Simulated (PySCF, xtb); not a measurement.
C₃H₅NOSi, SMILES C1C=N[Si@@H](C=1)O. The values are those of a single conformer.

Harmonic wavenumbers (cm⁻¹) from xtb with GFN2-xTB at its own minimum, in rising order: 130, 159, 213, 361, 414, 484, 552, 646, 658, 738, 760, 819, 847, 900, 914, 934, 997, 1086, 1248, 1294, 1558, 1642, 2390, 3006, 3070, 3112, 3659.

### Question
What does PBE-D3(BJ)/def2-SVP in PySCF give at its own minimum? (An estimate is asked for; the answer gives what the named calculation found.)

### Answer
135, 171, 281, 393, 441, 486, 617, 683, 703, 705, 775, 829, 866, 899, 922, 935, 975, 1040, 1255, 1313, 1529, 1623, 2213, 2975, 3086, 3150, 3764. Paired by order, the mean absolute difference is 33 cm⁻¹ and the zero-point energies are 46.6 and 46.8 kcal/mol.
